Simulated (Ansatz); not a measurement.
```yaml
crystal:
  periodic: [false, false, false]
  atoms:
    - {symbol: O, position_ang: [1.363944, -0.257675, 2.874375]}
    - {symbol: C, position_ang: [0.713312, -0.324009, 1.890318]}
    - {symbol: Te, position_ang: [1.593775, -0.593763, -0.093654]}
    - {symbol: h, position_ang: [-0.750409, -0.890469, -1.209224]}
    - {symbol: Al, position_ang: [-0.234009, 1.441329, -0.938188]}
    - {symbol: H, position_ang: [-0.390478, -0.252406, 1.863883]}
    - {symbol: H, position_ang: [-0.411462, -1.698699, -2.410931]}
    - {symbol: H, position_ang: [-1.479285, -1.759196, -0.242372]}
    - {symbol: H, position_ang: [-0.722675, 2.072551, 0.433025]}
    - {symbol: H, position_ang: [0.400487, 2.211138, -2.164334]}
basis:
  gaussian: {orbitals: def2-TZVPP}
hamiltonian: {xc: {name: PBE-QIDH}}
output: {forces: true}
```

```sh
$ ansatz run in.yaml --threads 4 --pin off --events-out ev --progress --plain --max-ram 10444MiB
```

Output, abridged:

```
Error: YAML parse error: error: line 7 column 16: `h` is not an element symbol (H … Og, case-exact)
 --> <input>:7:16
5 |     - {symbol: C, position_ang: [0.713312, -0.324009, 1.890318]}
6 |     - {symbol: Te, position_ang: [1.593775, -0.593763, -0.093654]}
7 |     - {symbol: h, position_ang: [-0.750409, -0.890469, -1.209224]}
8 |     - {symbol: Al, position_ang: [-0.234009, 1.441329, -0.938188]}
9 |     - {symbol: H, position_ang: [-0.390478, -0.252406, 1.863883]}
```

(1) Something in this input is off. What?

## Answers

(1) An element symbol is wrong. The program refused the input.
